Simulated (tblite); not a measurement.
C₇H₉O (doublet state).
Atom-mapped SMILES: `[H]/[C:1]=[C:2]1\[CH2:3][C@H:4]([CH2:5][OH:6])[C:7]1=[CH2:8]` (hydrogens: H9 on C1; H10, H11 on C3; H12 on C4; H13, H14 on C5; H15 on O6; H16, H17 on C8)
Bond orders are those of one Lewis drawing.

Computed with GFN2-xTB (tblite), gas phase: L-BFGS steps from a force-field or distance-geometry start until the largest atomic force falls under 0.01 eV/Å.

Step 31: E = -638.5581 eV
```
atom  x, y, z in Å  |  force x, y, z in eV/Å
C1     -0.6475    1.4095    2.1687   -0.067  -0.093   0.128
C2     -0.0673    0.6327    1.3300    0.076   0.037  -0.021
C3      1.1230    0.7515    0.3387   -0.011  -0.040  -0.001
C4      0.5056   -0.4285   -0.4397    0.087   0.033   0.030
C5     -0.2800    0.0737   -1.6572    0.028  -0.063   0.035
O6      0.5524    0.7339   -2.5806   -0.043  -0.084   0.009
C7     -0.3884   -0.6880    0.7501   -0.032   0.193  -0.119
C8     -1.1337   -1.6969    1.1599   -0.023   0.016  -0.033
H9     -0.6586    2.3456    2.6642    0.093   0.020  -0.040
H10     2.0651    0.4933    0.8250   -0.083   0.084  -0.024
H11     1.2143    1.6995   -0.1955   -0.056  -0.153   0.065
H12     1.1907   -1.2304   -0.7404   -0.059   0.058   0.074
H13    -0.8032   -0.7683   -2.1336   -0.015   0.000  -0.005
H14    -1.0257    0.8084   -1.3387    0.058  -0.014  -0.037
H15     1.2547    0.1234   -2.8330    0.017   0.056  -0.055
H16    -1.6932   -1.6379    2.0767    0.021  -0.008   0.038
H17    -1.2151   -2.6094    0.5956    0.007  -0.042  -0.043
```

Step 32: E = -638.5621 eV
```
atom  x, y, z in Å  |  force x, y, z in eV/Å
C1     -0.6394    1.3979    2.1848   -0.044  -0.096   0.108
C2     -0.0608    0.6294    1.3361    0.013   0.076  -0.003
C3      1.1199    0.7601    0.3367   -0.009  -0.046   0.020
C4      0.5107   -0.4235   -0.4388    0.004   0.008   0.026
C5     -0.2793    0.0651   -1.6583    0.053  -0.037  -0.010
O6      0.5497    0.7183   -2.5890   -0.007  -0.015  -0.035
C7     -0.3853   -0.6879    0.7491   -0.055   0.139  -0.049
C8     -1.1415   -1.6921    1.1569    0.001   0.056  -0.063
H9     -0.6546    2.3305    2.6885    0.098  -0.007  -0.054
H10     2.0669    0.5116    0.8150   -0.036   0.060   0.008
H11     1.2029    1.7076   -0.1966   -0.075  -0.103   0.040
H12     1.2023   -1.2187   -0.7375   -0.043   0.018   0.067
H13    -0.7993   -0.7817   -2.1291   -0.030  -0.011   0.015
H14    -1.0253    0.8059   -1.3514    0.069  -0.058  -0.016
H15     1.2612    0.1171   -2.8388   -0.015   0.028  -0.023
H16    -1.7045   -1.6235    2.0742    0.072  -0.035  -0.046
H17    -1.2305   -2.6039    0.5884    0.004   0.023   0.016
```

Step 33: E = -638.5652 eV
```
atom  x, y, z in Å  |  force x, y, z in eV/Å
C1     -0.6376    1.3908    2.1937   -0.032  -0.197   0.039
C2     -0.0600    0.6265    1.3400   -0.045   0.058  -0.006
C3      1.1157    0.7633    0.3392   -0.020  -0.031   0.029
C4      0.5128   -0.4189   -0.4379   -0.072  -0.025   0.013
C5     -0.2785    0.0606   -1.6588    0.059  -0.008  -0.054
O6      0.5486    0.7096   -2.5928   -0.011   0.082  -0.072
C7     -0.3868   -0.6872    0.7464   -0.050   0.090   0.010
C8     -1.1447   -1.6906    1.1548   -0.006   0.058  -0.062
H9     -0.6397    2.3232    2.6899    0.087   0.119   0.030
H10     2.0628    0.5203    0.8133    0.048   0.026   0.053
H11     1.1943    1.7109   -0.1885   -0.077  -0.015  -0.017
H12     1.2086   -1.2085   -0.7354   -0.017  -0.034   0.059
H13    -0.7964   -0.7880   -2.1280   -0.039  -0.030   0.034
H14    -1.0253    0.8048   -1.3614    0.071  -0.079   0.008
H15     1.2635    0.1151   -2.8448    0.005  -0.028  -0.012
H16    -1.7070   -1.6156    2.0741    0.097  -0.058  -0.100
H17    -1.2373   -2.6042    0.5865    0.004   0.072   0.049
```

Q: Estimate the geometry and energy of step 34. (The exact step hangs on the optimiser's Hessian estimate; all steps are aligned on step 33, rigid shifts and turns removed.)

A: E = -638.5683 eV, largest force 0.214 eV/Å
```
atom  x, y, z in Å  |  force x, y, z in eV/Å
C1     -0.6308    1.3736    2.2159    0.040  -0.036   0.035
C2     -0.0512    0.6273    1.3445   -0.171   0.095   0.087
C3      1.1138    0.7708    0.3364   -0.001   0.003   0.063
C4      0.5180   -0.4144   -0.4368   -0.130  -0.037  -0.018
C5     -0.2753    0.0503   -1.6609    0.051   0.022  -0.097
O6      0.5451    0.6941   -2.6037    0.055   0.080  -0.104
C7     -0.3852   -0.6807    0.7441   -0.099  -0.071   0.081
C8     -1.1533   -1.6811    1.1479    0.037   0.100  -0.080
H9     -0.6379    2.3090    2.7198    0.097  -0.077  -0.062
H10     2.0675    0.5425    0.8020    0.077  -0.003   0.074
H11     1.1798    1.7158   -0.1926   -0.081   0.073  -0.057
H12     1.2183   -1.1985   -0.7301    0.015  -0.095   0.055
H13    -0.7939   -0.8025   -2.1222   -0.026  -0.033   0.050
H14    -1.0214    0.7978   -1.3721    0.043  -0.079   0.029
H15     1.2699    0.1074   -2.8495   -0.040  -0.019   0.011
H16    -1.7163   -1.6035    2.0678    0.113  -0.053  -0.130
H17    -1.2542   -2.5958    0.5797    0.020   0.131   0.063
```

The energy changes by -0.0030 eV. The first-order estimate −F·Δx gives -0.0057 eV and the mean of the old and new forces, exact on a quadratic surface, -0.0030 eV. The step makes an angle of 79° with the force vector and moves no atom by more than 0.033 Å.

What follows is the cost of the whole relaxation. Hardware: Arm Neoverse V2, one thread, shared host. Cost: 0.39 s of wall time.
